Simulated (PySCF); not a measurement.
HBrGeS (SMILES [SH][Ge][Br]), singlet, geometry from GFN2-xTB; PySCF with DF-R2SCAN/cc-pV(T+d)Z.

PySCF was given this input:
```python
from pyscf import gto, scf, dft

mol = gto.M(
    atom='''
Ge    0.17820493   -0.97952960    0.10829729
Br    0.81806829    1.27700871    0.09018701
S    -2.00414445   -0.70869642   -0.39150633
H    -2.26863656   -2.01121513   -0.35795711
''',
    basis='cc-pv(t+d)z',
    verbose=4,
    max_memory=1800,
)

mf = dft.RKS(mol)
mf.xc = 'r2scan'
mf = mf.density_fit(auxbasis='def2-universal-jkfit')
mf.kernel()
```

The log (banner, timings and long lists left out):

```
PySCF version 2.14.0

[INPUT] verbose = 4
[INPUT] num. atoms = 4
[INPUT] num. electrons = 84
[INPUT] charge = 0
[INPUT] spin (= nelec alpha-beta = 2S) = 0
[INPUT] symmetry False subgroup None
[INPUT] Mole.unit = angstrom
[INPUT] Symbol           X                Y                Z      unit          X                Y                Z       unit  Magmom
[INPUT]  1 Ge     0.178204930000  -0.979529600000   0.108297290000 AA    0.336758511747  -1.851042674905   0.204652218133 Bohr   0.0
[INPUT]  2 Br     0.818068290000   1.277008710000   0.090187010000 AA    1.545925019291   2.413196720584   0.170428748893 Bohr   0.0
[INPUT]  3 S     -2.004144450000  -0.708696420000  -0.391506330000 AA   -3.787284124567  -1.339242139260  -0.739839739734 Bohr   0.0
[INPUT]  4 H     -2.268636560000  -2.011215130000  -0.357957110000 AA   -4.287101774575  -3.800645773282  -0.676440902241 Bohr   0.0

nuclear repulsion = 474.607550980179
number of shells = 15
number of NR pGTOs = 302
number of NR cGTOs = 139
basis = cc-pv(t+d)z
ecp = {}

******** <class 'pyscf.df.df_jk.DFRKS'> ********
method = DFRKS
initial guess = minao
damping factor = 0
level_shift factor = 0
DIIS = <class 'pyscf.scf.diis.CDIIS'>
diis_start_cycle = 1
diis_space = 8
diis_damp = 0
SCF conv_tol = 1e-09
SCF conv_tol_grad = None
SCF max_cycles = 50
direct_scf = False
XC library pyscf.dft.libxc version 7.1.2
    S. Lehtola, C. Steigemann, M. J. T. Oliveira, and M. A. L. Marques,  SoftwareX 7, 1–5 (2018)
XC functionals = r2scan
    J. W. Furness, A. D. Kaplan, J. Ning, J. P. Perdew, and J. Sun,  J. Phys. Chem. Lett. 11, 8208–8215 (2020)
    J. W. Furness, A. D. Kaplan, J. Ning, J. P. Perdew, and J. Sun,  J. Phys. Chem. Lett. 11, 9248–9248 (2020)
    J. W. Furness, A. D. Kaplan, J. Ning, J. P. Perdew, and J. Sun,  J. Phys. Chem. Lett. 11, 8208–8215 (2020)
    J. W. Furness, A. D. Kaplan, J. Ning, J. P. Perdew, and J. Sun,  J. Phys. Chem. Lett. 11, 9248–9248 (2020)
radial grids:
    Treutler-Ahlrichs [JCP 102, 346 (1995); DOI:10.1063/1.469408] (M4) radial grids

becke partition: Becke, JCP 88, 2547 (1988); DOI:10.1063/1.454033
pruning grids: <function nwchem_prune>
grids dens level: 3
symmetrized grids: False
atomic radii adjust function: <function treutler_atomic_radii_adjust>
small_rho_cutoff = 0
Set gradient conv threshold to 3.16228e-05
Initial guess from minao.
tot grids = 69752
init E= -5048.53584694949
  HOMO = -0.253550564024598  LUMO = -0.120263131945961  gap/eV = 3.62694
cycle= 1 E= -5050.01936808476  delta_E= -1.48  |g|= 0.561  |ddm|= 3.37
  HOMO = -0.227152937956388  LUMO = -0.151268224092941  gap/eV = 2.06493
cycle= 2 E= -5049.71016738709  delta_E= 0.309  |g|= 1.12  |ddm|= 2.28
  HOMO = -0.234708701738318  LUMO = -0.114073069148665  gap/eV = 3.28266
cycle= 3 E= -5050.05964811807  delta_E= -0.349  |g|= 0.223  |ddm|= 1.96
  HOMO = -0.240820528083782  LUMO = -0.125861664993738  gap/eV = 3.12819
cycle= 4 E= -5050.07752826323  delta_E= -0.0179  |g|= 0.0588  |ddm|= 0.511
  HOMO = -0.242820737316412  LUMO = -0.128345209210497  gap/eV = 3.11504
cycle= 5 E= -5050.07836904319  delta_E= -0.000841  |g|= 0.0292  |ddm|= 0.121
  HOMO = -0.243050164506444  LUMO = -0.127536750683821  gap/eV = 3.14328
cycle= 6 E= -5050.07859421039  delta_E= -0.000225  |g|= 0.00785  |ddm|= 0.0572
  HOMO = -0.242812443176065  LUMO = -0.127444722417366  gap/eV = 3.13932
cycle= 7 E= -5050.0786181293  delta_E= -2.39e-05  |g|= 0.000849  |ddm|= 0.0156
  HOMO = -0.24268275886124  LUMO = -0.127277472854077  gap/eV = 3.14034
cycle= 8 E= -5050.07861830165  delta_E= -1.72e-07  |g|= 0.000465  |ddm|= 0.00198
  HOMO = -0.242721251136208  LUMO = -0.127309282681317  gap/eV = 3.14052
cycle= 9 E= -5050.07861836203  delta_E= -6.04e-08  |g|= 9.64e-05  |ddm|= 0.000721
  HOMO = -0.242724054904076  LUMO = -0.127313827329034  gap/eV = 3.14047
cycle= 10 E= -5050.07861836524  delta_E= -3.21e-09  |g|= 1.8e-05  |ddm|= 0.000159
  HOMO = -0.242723607484582  LUMO = -0.12731390102083  gap/eV = 3.14046
cycle= 11 E= -5050.07861836533  delta_E= -9e-11  |g|= 3.9e-06  |ddm|= 3.12e-05
  HOMO = -0.242723815243841  LUMO = -0.127313780462615  gap/eV = 3.14047
Extra cycle  E= -5050.07861836531  delta_E= 1.46e-11  |g|= 5.27e-06  |ddm|= 1.52e-05
converged SCF energy = -5050.07861836531
```
